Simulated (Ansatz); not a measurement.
```xyz
5

Ge    0.0325    0.0762    0.0529
H     0.8106    0.8972    0.9441
H     1.0000   -0.8731   -0.8359
H    -0.8478    0.8438   -0.9395
H    -0.9366   -0.7663    0.9101
```

Basis set: cc-pVDZ (spherical functions). Correlated methods keep 9 orbitals frozen. Charge 0, multiplicity 1.

Computed with Ansatz (development build ahead of 0.2.0); each method stands on the lowest determinant of its kind that the runs found. Restricted open shells among the atoms or ions are ROHF, correlated in semicanonical orbitals with singles.

The atomization energy at this shape (free ground-state atoms in the same class of orbitals less the molecule, no zero-point energy) of singlet GeH₄:

| method | atomization energy |
| --- | --- |
| RHF | 9.57 eV |

(1) What does RHF-MP2 give?

## Answers

(1) 11.61 eV. Caution: the shape is not the minimum.
